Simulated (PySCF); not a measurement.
**Structure elucidation problem**

The spectra below were simulated for a compound C5H7FOSi.

¹H NMR (600 MHz, computed): δ 12.13 (m, 1H), 5.12 (m, 1H), 4.84 (m, 1H), 2.16 (d, 1H), 1.69 (m, 3H).

¹³C{¹H} NMR (computed): δ 242.7 (CH), 108.8 (CH), 87.4 (CH), 81.6 (C), 20.6 (CH3).

PySCF calculation with structure optimised with GFN2-xTB and σ from GIAO-PBE0/pcSseg-1; in vacuum, non-relativistic, a single conformation, one averaged value for each set of equivalent atoms.

Referencing at the same level of theory: TMS for ¹H, ¹³C.

**Question.** Which of these isomers gave the spectra?
A. C=C[SiH2]/C(F)=C\C=O
B. FC1=C[SiH2]OC=CC1
C. O=C1CC=C([SiH2]F)C1
D. C#C[Si@@H]1[C@@H](F)[C@@H]1OC
E. C#C[Si@@H](C=O)[C@@H](C)F

**Answer.** E. 

Rings plus π bonds: 3 (no ring in the answer). 5 carbon signals for 5 carbons: no two carbons are equivalent. Carbon types of the structure: 1 × C, 3 × CH, 1 × CH3, leaving 1 H on heteroatoms. δC 242.7: carbonyl carbon. δC 108.8: terminal alkyne carbon. δC 87.4: sp3 CH bonded to F and Si; the inductive effect lowers its shielding. δC 81.6: alkyne carbon; sp carbons lie upfield of alkene carbons because the cylindrical π system leaves one tensor component strongly shielded. δH 12.13: hydrogen on a carbonyl carbon.

The others: C#C[Si@@H]1[C@@H](F)[C@@H]1OC has carbons computed at 104.9, 84.1, 81.1, 70.4, 60.3; FC1=C[SiH2]OC=CC1 has carbons computed at 184.2, 152.5, 105.3, 94.8, 31.7, with a different DEPT pattern; C=C[SiH2]/C(F)=C\C=O would give 6 signals for carbon-bound and other non-exchanging H, not 5; O=C1CC=C([SiH2]F)C1 would give 4 signals for carbon-bound and other non-exchanging H, not 5.

Splittings by ¹⁹F in the carbon and heteronuclear signals aren't shown, as no couplings were computed. Shifts are as computed. Against solution values, carbons near 30 ppm lie about +3 ppm off and those near 130 ppm about +5 ppm. Of 1309 compounds with measured shifts, 239 miss one by over three times the rms of a fit or turn the order of signals round; such compounds aren't used in these exercises. No couplings were computed; multiplicities are counted from neighbouring protons, with m where these are inequivalent, close in shift, in a saturated or five-membered ring or joined by F or P, and br s for small geminal =CH2 splittings.
